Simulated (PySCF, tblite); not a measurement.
C4H11BFN.
Atom-mapped SMILES: `[CH3:1][C:2]1([CH3:3])[CH2:4][B@H-:5]([F:6])[NH2+:7]1` (hydrogens: H8, H9, H10 on C1; H11, H12, H13 on C3; H14, H15 on C4; H16 on B5; H17, H18 on N7)

Structure used (GFN2-xTB), in Å, numbered top down from 1:
```xyz
18
C4H11BFN angstrom
C     -0.887    1.452   -0.476
C     -0.301    0.137    0.018
C     -1.394   -0.850    0.396
C      0.796    0.250    1.083
B      1.760   -0.691    0.158
F      2.899   -0.101   -0.350
N      0.578   -0.487   -1.019
H     -1.457    1.924    0.321
H     -0.092    2.134   -0.772
H     -1.550    1.293   -1.326
H     -2.066   -1.033   -0.442
H     -0.951   -1.793    0.709
H     -1.980   -0.457    1.223
H      0.489   -0.117    2.057
H      1.141    1.275    1.203
H      1.909   -1.839    0.410
H      0.180   -1.282   -1.510
H      0.916    0.193   -1.695
```

Jobs on this species (18 atoms, 56 electrons) with PySCF (density fitting) and tblite. Hardware of each: Arm Neoverse N1, one thread, shared host. Times come from a shared host and carry two figures at best.

```csv
level and settings,work,basis functions,SCF cycles,wall time
GFN2-xTB,Hessian by finite differences,–,–,0.81 s
CAM-B3LYP/def2-SVPD,"8 singlets by full TDDFT, 3 Tamm–Dancoff triplets, polarisability",231,?,?
PBE0/pcSseg-1,"shieldings, ring-centre shieldings, charges and field gradients",174,?,?
GFN2-xTB,L-BFGS relaxation,–,–,1.2 s
```

Question: Fill in the missing figures.

Answer: 
- CAM-B3LYP/def2-SVPD; 8 singlets by full TDDFT, 3 Tamm–Dancoff triplets, polarisability: 1.7 min, 12 SCF cycles
- PBE0/pcSseg-1; shieldings, ring-centre shieldings, charges and field gradients: 47 s, 13 SCF cycles

Question: What do all jobs in the table cost together?

Answer: About 2.5 min; the longest takes about 68 % of that, and about 130 times as long as the shortest.
